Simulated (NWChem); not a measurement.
MoSOBrF; SMILES [O]=[Mo]([F])([Br])=[S]

Results from NWChem. The geometry was optimised at PBE0/def2-SVP. Not confirmed as a minimum by frequencies. def2 effective core potentials on Mo; no spin-orbit coupling. Level r2SCAN/def2-SVP: energy and gradient on several grids; changes count from the extra-fine grid, which is no exact limit either.

```
grid     size of the energy change (μHa)  largest change of a gradient component (μHa/bohr)  time, medium = 1 (rough)
-------  -------------------------------  -------------------------------------------------  ------------------------
xcoarse                             2000                                               7000                   about 1
coarse                                70                                                800                   about 1
medium                               100                                                100                   about 1
fine                                  10                                                 40                   about 1
xfine                               < 10                                               < 30                         2
```
